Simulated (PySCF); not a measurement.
**Energy of Co(2+) (cobalt, charge +2) between two integer charges**

The 3d beta orbital of [Ar] 3d7 is emptied in steps (occupation f), with all orbitals relaxed, ending at [Ar] 3d6. Calculation: PySCF 2.14, in def2-TZVP; no relativity, point nucleus. The exact energy is a straight line in f; departures are measured from the line between the end points of the same method.

```
  f  UHF (eV)  LDA (eV)  PBE (eV)
  1     0.000     0.000     0.000
0.8     0.484    -1.376    -1.339
0.6     0.697    -2.084    -2.024
0.4     0.670    -2.104    -2.038
0.2     0.430    -1.415    -1.367
  0     0.000     0.000     0.000
```

| method | E(f=0) − E(f=1) (eV) | −ε at f=1 (eV) | −ε at f=0.4 (eV) |
| --- | --- | --- | --- |
| UHF | 31.435 | 34.589 | 30.748 |
| LDA | 34.600 | 26.089 | 36.258 |
| PBE | 34.351 | 26.049 | 35.985 |

Orbital energy along the path (eV):

```json
{"f": "1", "UHF": "-34.589", "LDA": "-26.089", "PBE": "-26.049"}
{"f": "0.8", "UHF": "-33.150", "LDA": "-29.372", "PBE": "-29.276"}
{"f": "0.6", "UHF": "-31.877", "LDA": "-32.764", "PBE": "-32.592"}
{"f": "0.4", "UHF": "-30.748", "LDA": "-36.258", "PBE": "-35.985"}
{"f": "0.2", "UHF": "-29.741", "LDA": "-39.845", "PBE": "-39.440"}
{"f": "0", "UHF": "-28.841", "LDA": "-43.518", "PBE": "-42.934"}
```

Reference removal energy between the ground levels: 33.5 ± 0.06 eV (semi-empirical (NIST evaluation); NIST Atomic Spectra Database, ionization energies). The calculation has no spin-orbit coupling. The determinant left behind need not be the lowest term of the ion. UHF lacks correlation.
